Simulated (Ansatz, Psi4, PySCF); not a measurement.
formaldehyde (CH₂O), singlet, geometry from GFN2-xTB. Base run: PBE0/6-31G* (PySCF).

Input for PySCF:
```python
from pyscf import gto, scf, dft

mol = gto.Mole()
mol.atom = '''
    O    -0.032196    0.016113    0.669787
    C     0.025023   -0.012524   -0.520575
    H     0.029493    0.899659   -1.140880
    H     0.077933   -0.953423   -1.093972
'''
mol.basis = '6-31g*'
mol.charge = 0
mol.spin = 0
mol.verbose = 3
mol.build()

mf = dft.RKS(mol)
mf.xc = 'pbe0'
mf.kernel()
```

The same geometry, method and basis name were run in Ansatz (an electronic-structure program) and Psi4 and PySCF, at each program's defaults and at the settings that a row names. The base is PySCF at its defaults. Differences at the defaults can come from grids, fitting, cores and function types together.

```tsv
code and settings	ΔE vs base (µEh)	basis functions	E (Eh)	SCF cycles	dipole (D)
PySCF, defaults (exact integrals, its default grid, spherical functions)	0.0	32	-114.36607	9	2.18
Psi4, defaults (density fitting with its default set, its default grid, Cartesian functions)	-1679	34	-114.36775	7	2.19
Ansatz, defaults (factorised integrals, its default grid, Cartesian functions)	-1717	34	-114.36778	-	-
PySCF, density fitting with def2-universal-jkfit	-12.1	32	-114.36608	9	2.18
PySCF, fine grid	-0.2	32	-114.36607	9	2.18
Psi4, exact integrals, spherical functions, fine grid	-0.1	32	-114.36607	10	2.18
Ansatz, high accuracy, Cartesian functions as the basis file defines them	-1715	34	-114.36778	-	-
```
